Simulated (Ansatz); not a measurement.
Li3Si6, relaxed as a doublet with UKS PBE0-D4/def2-SVP in Ansatz, starting from the GFN1-xTB geometry. Force threshold 0.02 eV/Å.

The structure comes from a short search, and lower isomers may exist.

Start:

Cartesian coordinates in Å:
```
Li -0.3441 2.4331 -1.7283
Li -1.0190 -2.3236 1.7161
Li 1.3925 -1.9000 -0.0359
Si -0.1874 -0.0948 1.0465
Si 2.2840 0.1886 0.7200
Si 0.9946 0.3073 -1.3293
Si -2.4130 -1.0595 0.3657
Si 0.7744 2.0403 0.4009
Si -1.4821 0.4086 -1.1556
```

**Question.** Estimate the energy that the relaxation releases and the steps that it takes.

**Answer.** 121.1 kJ/mol, in 41 steps; 79 s on 4 threads of AMD EPYC 9R45 on a shared host. The force fell under the threshold at step 17, but the optimiser went on and released 0.400 eV more. No frequencies were taken in this run, so the end may be a saddle point.

**Question.** Does the start keep its bonding?

**Answer.** Bonds lost: Li3–Si5 (atoms count from 1). Bonds formed: Li2–Si8, Li2–Si9, Li3–Si7, Li3–Si9, Si8–Si9 (atoms count from 1).

**Question.** Predict the relaxed structure.

**Answer.** 
```tsv
atom	x (Å)	y (Å)	z (Å)
Li1	-0.6533	2.3588	-1.3805
Li2	-1.3659	0.0374	2.0826
Li3	0.2684	-1.7055	-1.9113
Si4	0.5719	-1.1048	0.6666
Si5	2.1989	0.3081	1.4261
Si6	1.3188	0.5069	-1.0761
Si7	-1.4196	-2.1651	0.0730
Si8	0.3299	1.6314	0.7755
Si9	-1.2491	0.1328	-0.6557
```
Bond lengths (bridged metal pairs left out): 10 × Si–Si 2.28 to 2.66 Å; 10 × Li–Si 2.42 to 2.74 Å.
